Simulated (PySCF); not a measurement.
**Ionisation energy of Mn²⁺ by level of theory**

Mn²⁺ [Ar] 3d5 (6S) → Mn³⁺ [Ar] 3d4 (5D), as a difference of total energies. All numbers are calculated (PySCF 2.14, the non-relativistic Hamiltonian (point nucleus), in cc-pVDZ (6s5p3d1f, 43 functions)). Correlated levels: valence: [Ar] frozen. The calculations carry no spin-orbit coupling.

```json
{"method": "UHF", "ionisation energy (eV)": "32.757", "difference from reference (eV)": "-0.911"}
{"method": "PBE0", "ionisation energy (eV)": "34.276", "difference from reference (eV)": "+0.608"}
{"method": "TPSS", "ionisation energy (eV)": "34.150", "difference from reference (eV)": "+0.482"}
{"method": "MP2 (valence)", "ionisation energy (eV)": "33.525", "difference from reference (eV)": "-0.143"}
{"method": "SCS-MP2 (valence)", "ionisation energy (eV)": "33.013", "difference from reference (eV)": "-0.655"}
```

Reference: 33.668 ± 0.012 eV (measured; NIST Atomic Spectra Database, ionization energies).

These non-relativistic numbers lack the scalar-relativistic shift.

The reference lies between the lowest fine-structure levels, while these numbers refer to the centres of the terms.

Errors of the correlated levels include the incompleteness of this basis and the frozen core.
